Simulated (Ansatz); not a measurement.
One change: `N[SiH2][SiH](O)F` becomes `O[SiH](F)[SeH]`.

Ansatz, PBE0-D4/def2-TZVP geometries, multiplicity 1. Each molecule was computed in one conformer, which needn't be the lowest.

Scalar relativity is left out up to krypton.

| property | `N[SiH2][SiH](O)F` |
| --- | --- |
| HOMO–LUMO gap (PBE0/def2-TZVPP) / eV | 6.99 |
| size of the dipole moment (ωB97M-V/def2-TZVPP) / D | 3.37 |
| HOMO energy (PBE0/def2-TZVPP) / eV | -7.57 |
| HOMO energy (PBE/def2-TZVPP) / eV | -6.26 |
| HOMO–LUMO gap (B3LYP/def2-TZVPP) / eV | 6.58 |
| size of the dipole moment (B3LYP/def2-TZVPP) / D | 3.37 |

Problem. What does the change do to each property? (Estimate.)

Solution. Ansatz gave: 
```
                                          property  `O[SiH](F)[SeH]`  shift
              HOMO–LUMO gap (PBE0/def2-TZVPP) / eV              7.38   0.39
size of the dipole moment (ωB97M-V/def2-TZVPP) / D              1.60  -1.77
                HOMO energy (PBE0/def2-TZVPP) / eV             -7.47   0.10
                 HOMO energy (PBE/def2-TZVPP) / eV             -6.29  -0.03
             HOMO–LUMO gap (B3LYP/def2-TZVPP) / eV              6.86   0.28
  size of the dipole moment (B3LYP/def2-TZVPP) / D              1.60  -1.77
```

With PBE0 the HOMO rises by 0.10 eV and the LUMO rises by 0.49 eV, so the gap widens by about 0.39 eV. PBE moves the HOMO by -0.03 eV and ωB97M-V by 0.07 eV. Dipoles are sizes alone; their direction can turn.

B3LYP here is the variant with VWN-RPA as its local correlation; programs differ in this.

Spin–orbit coupling is left out; it splits and shifts lone-pair levels of the heavy atoms by tenths of an eV.
